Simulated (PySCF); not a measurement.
# Spin states and ions at one geometry of [ReO3F2]−

PySCF 2.14.0, RKS B3LYP, Re def2-SVP with ECP60, O def2-SVP, F def2-SVP; non-relativistic Hamiltonian with scalar-relativistic core potentials where named; density fitting; no spin-orbit coupling; singlets restricted, open shells unrestricted. The geometry is relaxed for charge -1, singlet, vacuum:

```xyz
6

Re    0.0488    0.0655    0.0349
O     0.1862   -0.0767    1.7453
O     1.6091   -0.0790   -0.6792
O    -0.2210    1.7672   -0.1260
F    -1.6208   -0.1100   -0.9402
F    -0.2428   -1.8741   -0.1334
```

Energies count from the relaxed state; an electron taken off or put on is at rest in vacuum. Charges and spins are Mulliken's.

| state | energy (eV) | spin squared | charge on Re1 (e) | spin on Re1 (e) | dipole about the centre of mass (D) |
| --- | --- | --- | --- | --- | --- |
| charge -1, singlet, vacuum | 0.00 | 0.00 | 1.16 | 0.00 | 0.51 |
| charge -1, triplet, vacuum | 3.83 | 2.03 | 1.03 | 0.53 | 1.57 |

What does the state charge 0, doublet, vacuum give?

energy (eV) 5.94, spin squared 0.80, charge on Re1 (e) 1.35, spin on Re1 (e) -0.29, dipole about the centre of mass (D) 2.16.

With an electron taken off (doublet) the charges change, summed by element, by Re +0.20 e, O +0.63 e, F +0.17 e. The vertical ionisation energy is 5.94 eV, against −ε(HOMO) = 3.49 eV of the relaxed state. The level lies 2.5 eV too high, as is usual for semilocal functionals and global hybrids, which keep a self-interaction error.

Open shells may have lower solutions than those found.
